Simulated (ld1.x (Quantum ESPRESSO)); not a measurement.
**Reading a pseudo-wave (Ru (Z = 44))**

Columns: radius, all-electron u(r) and pseudo u(r) of the 4p shell (level -46.53 eV) of ruthenium in the configuration [Ar] 3d10 4s2 4p6 4d7 5s1 5p0; LDA (PZ), scalar-relativistic, RRKJ scheme, ld1.x (Quantum ESPRESSO) 7.5.

```json
{"r (bohr)": "0.098", "all-electron": "0.3203", "pseudo": "0.0020"}
{"r (bohr)": "0.195", "all-electron": "-0.2871", "pseudo": "0.0209"}
{"r (bohr)": "0.292", "all-electron": "-0.5741", "pseudo": "0.0846"}
{"r (bohr)": "0.390", "all-electron": "-0.3930", "pseudo": "0.2148"}
{"r (bohr)": "0.488", "all-electron": "-0.0015", "pseudo": "0.4046"}
{"r (bohr)": "0.585", "all-electron": "0.3961", "pseudo": "0.6176"}
{"r (bohr)": "0.682", "all-electron": "0.7124", "pseudo": "0.8122"}
{"r (bohr)": "0.780", "all-electron": "0.9246", "pseudo": "0.9581"}
{"r (bohr)": "0.878", "all-electron": "1.0372", "pseudo": "1.0429"}
{"r (bohr)": "0.975", "all-electron": "1.0713", "pseudo": "1.0714"}
{"r (bohr)": "1.072", "all-electron": "1.0506", "pseudo": "1.0506"}
{"r (bohr)": "1.170", "all-electron": "0.9936", "pseudo": "0.9936"}
{"r (bohr)": "1.268", "all-electron": "0.9157", "pseudo": "0.9157"}
{"r (bohr)": "1.365", "all-electron": "0.8290", "pseudo": "0.8290"}
{"r (bohr)": "1.463", "all-electron": "0.7390", "pseudo": "0.7390"}
{"r (bohr)": "1.560", "all-electron": "0.6525", "pseudo": "0.6525"}
{"r (bohr)": "1.658", "all-electron": "0.5705", "pseudo": "0.5705"}
{"r (bohr)": "1.755", "all-electron": "0.4961", "pseudo": "0.4961"}
{"r (bohr)": "1.852", "all-electron": "0.4290", "pseudo": "0.4290"}
{"r (bohr)": "1.950", "all-electron": "0.3689", "pseudo": "0.3689"}
{"r (bohr)": "2.047", "all-electron": "0.3165", "pseudo": "0.3165"}
{"r (bohr)": "2.145", "all-electron": "0.2703", "pseudo": "0.2703"}
{"r (bohr)": "2.242", "all-electron": "0.2307", "pseudo": "0.2307"}
{"r (bohr)": "2.340", "all-electron": "0.1961", "pseudo": "0.1961"}
{"r (bohr)": "2.438", "all-electron": "0.1664", "pseudo": "0.1664"}
{"r (bohr)": "2.535", "all-electron": "0.1412", "pseudo": "0.1412"}
```

(1) How many radial nodes do the two functions have?

(2) At about which radius was the pseudo-wave matched?

(3) Is the pseudo-wave norm-conserving?

Results:

(1) The all-electron 4p function has n − l − 1 = 2; the pseudo-wave has 0, since the states of the same l below it are removed with the core.

(2) 1.00 bohr, where the columns begin to agree (steps of 0.10 bohr).

(3) Yes: the RRKJ scheme keeps the norm inside the radius equal to the all-electron one, which fixes the energy derivative of the logarithmic derivative at the level.
